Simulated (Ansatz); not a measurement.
A nudged elastic band was laid between two geometries of ClH3O3Ti + HO (10 atoms, charge 0, multiplicity 2).

Theory: UHF/def2-SVP (Ansatz 0.2.0).

```json
{
  "movable images": "5",
  "climbing image": "yes",
  "spring": "5.0 eV/Å²",
  "optimiser": "fire",
  "start path": "through a guess of the saddle point",
  "force threshold": "0.05 eV/Å",
  "iteration limit": "60",
  "end points": "relaxed",
  "largest step": "0.5 Å"
}
```

Initial state:

```xyz
10
Properties=species:S:1:pos:R:3
Ti 0.055 0.174 0.220
Cl 0.373 1.330 2.163
O 1.597 -0.133 -0.554
H 2.259 -0.766 -0.780
O -1.000 1.071 -0.856
H -1.876 1.147 -1.197
O -0.697 -1.305 0.739
H -0.916 -1.755 1.549
O -0.878 -1.552 3.648
H -0.523 -0.659 3.641
```

Final state:

```xyz
10
Properties=species:S:1:pos:R:3
Ti -0.375 -0.385 -0.454
Cl 0.666 0.220 2.888
O 1.357 -0.157 0.068
H 2.279 0.001 0.154
O -1.300 1.004 -1.145
H -1.778 1.731 -1.499
O -1.128 -2.027 -0.368
H -1.538 -2.871 -0.357
O 0.075 0.441 4.433
H 0.135 -0.407 4.852
```

Which bonds break or form, and what moves?

Bonds broken: Ti1–Cl2. Bonds formed: Cl2–O9. ClH3O3Ti + HO becomes ClHO + H3O3Ti.

Give the energies along the band, and the barrier.

The run ended unconverged. The highest image is number 4 of 0 to 6, 1.99 eV above the first end and 0.30 eV above the last; the last end lies 1.69 eV above the first. The band didn't meet its force threshold, so its energies are provisional: the largest band force was still 0.19 eV/Å, and over the last iterations the top stayed at 1.99 eV.

```csv
image,path coordinate (Å),energy (eV),Ti1–Cl2 (Å),Cl2–O9 (Å)
0,0.00,0.00,2.28,3.47
1,1.40,0.19,2.27,3.28
2,2.79,0.33,2.25,3.27
3,4.17,0.33,2.28,3.23
4,5.56,1.99,3.56,1.67
5,7.01,1.82,3.55,1.67
6,8.44,1.69,3.55,1.67
```

The band took 60 iterations and about 30 core-minutes.

Time of the run: 9.1 min on 4 threads of Intel(R) Xeon(R) 6975P-C (Granite Rapids), with other jobs on the host, peak memory 0.68 GiB.
